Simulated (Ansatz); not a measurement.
Two structures of GaH₂Cl₃, singlet, reached by relaxing down either side of one saddle point (PBE0-D4/def2-TZVP). Energies are electronic, without zero-point energy. Program: Ansatz 0.2.0. Basis: def2-TZVPP and def2-QZVPP. Cores are frozen in the correlated methods. Filled d shells of the heavier atoms are correlated. The def2 sets are not built for correlating such inner shells, so the correlated values are less sure here. Extrapolation: Hartree–Fock as exp(−7.88 √X), correlation as X^−2.97. First:

Ga1  (0.016, 0.703, -0.500)
H2  (1.428, 1.117, -0.975)
Cl3  (-1.056, -0.909, -1.465)
Cl4  (-1.230, 1.979, 0.681)
H5  (0.052, -1.865, 0.809)
Cl6  (0.789, -1.024, 1.450)
(Å)

Second:

```json
{"atom": "Ga1", "x (Å)": "-0.8025", "y (Å)": "0.0212", "z (Å)": "0.1548"}
{"atom": "H2", "x (Å)": "1.6722", "y (Å)": "0.2237", "z (Å)": "-0.5911"}
{"atom": "Cl3", "x (Å)": "-1.2981", "y (Å)": "-0.5027", "z (Å)": "-1.8342"}
{"atom": "Cl4", "x (Å)": "-0.7381", "y (Å)": "2.0591", "z (Å)": "0.7192"}
{"atom": "H5", "x (Å)": "1.7463", "y (Å)": "-0.3121", "z (Å)": "-0.0698"}
{"atom": "Cl6", "x (Å)": "-0.5798", "y (Å)": "-1.4892", "z (Å)": "1.6213"}
```

Which bonds change from the first to the second?

GaHCl₂ ([Cl][GaH][Cl]) + HCl → GaCl₃ ([Cl][Ga]([Cl])[Cl]) + H₂; bonds formed: H2–H5; dative contacts that become bonds: Ga1–Cl6; bonds broken: Ga1–H2, H5–Cl6.

Give the saddle point's structure and its height above each. (Judge from chemistry; the value comes from the calculation.)

By the calculation: 19.24 kcal/mol above the first and 34.17 kcal/mol above the second (CCSD(T) at an estimated basis limit (MP2 extrapolated from triple and quadruple zeta, plus CCSD(T) − MP2 in triple zeta)).
```
atom    x (Å)    y (Å)    z (Å)
 Ga1  -0.3183   0.3338  -0.2651
  H2   1.3458   0.0706  -0.3660
 Cl3  -1.4197  -0.4705  -1.8873
 Cl4  -0.8496   2.1376   0.7123
  H5   1.1121  -0.6816   0.4400
 Cl6   0.1296  -1.3899   1.3661
```

No T1 diagnostic of these runs exceeds 0.012.

Labels in which every atom is bracketed show which atoms are joined, not bond orders.

For scale, one of the runs: CCSD(T)/def2-TZVPP, 202 basis functions, launched by `ansatz run in.yaml --threads 4 --pin off --events-out ev --progress --plain --max-ram 9574MiB`. The run took 50 s on 4 CPU threads of an Arm Neoverse V2 (shared host), with 2.3 GiB of host memory at its peak.
